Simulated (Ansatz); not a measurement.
Reaction (formal hydrolysis of the Nb–C bond): `[CH3][Nb](=[O])([OH])[OH]` + H₂O → `[O]=[Nb]([OH])([OH])[OH]` + CH₄

Computed with Ansatz on PBE0-D4/def2-TZVP structures; ΔE is electronic, products minus reactants. CCSD(T)/CBS is the MP2 limit (def2-TZVPP, def2-QZVPP) plus CCSD(T) − MP2 in def2-TZVPP, frozen cores. This one scheme is used for every species. DFT in def2-TZVPP. B3LYP here is the variant with VWN-RPA as its local correlation; programs differ in this. HSE06 is defined as in plane-wave codes. def2 core potentials past Kr. For Nb outer-core shells are correlated without core-valence functions, which leaves a few kJ/mol of doubt a bond. Each species was taken in one conformer, which may not be the lowest.

```csv
level,ΔE (kcal/mol)
B3LYP-D4,-36.6
HSE06-D4,-34.7
B3LYP,-37.3
r2SCANh,-36.7
HSE06,-35.1
RPA@PBE/def2-TZVPP,-34.1
MP2/def2-SVP,-39.6
HF/def2-QZVPP,-37.9
```

Q: What does CCSD(T)/CBS give? (Best estimate.)

A: Computed: -33.8 kcal/mol. The listed levels differ from it by -2.8, -0.9, -3.5, -2.9, -1.3, -0.3, -5.8, -4.1 kcal/mol.

Largest T1 diagnostic among the species: 0.022, so the coupled-cluster value is less sure than usual.

In def2-TZVPP, CCSD(T) changes the Hartree–Fock value by +3.6 kcal/mol (the triples alone add +0.1 kcal/mol) and MP2 by +3.2 kcal/mol. Leaving LDA and LC-ωPBE aside and taking each functional with its dispersion term where it has one, the values, not all of them listed here, spread over 2.8 kcal/mol, from CAM-B3LYP-D4 to HSE06-D4. At CCSD(T), def2-SVP lies −5.0 kcal/mol from the extrapolated value and def2-TZVPP −0.7 kcal/mol.
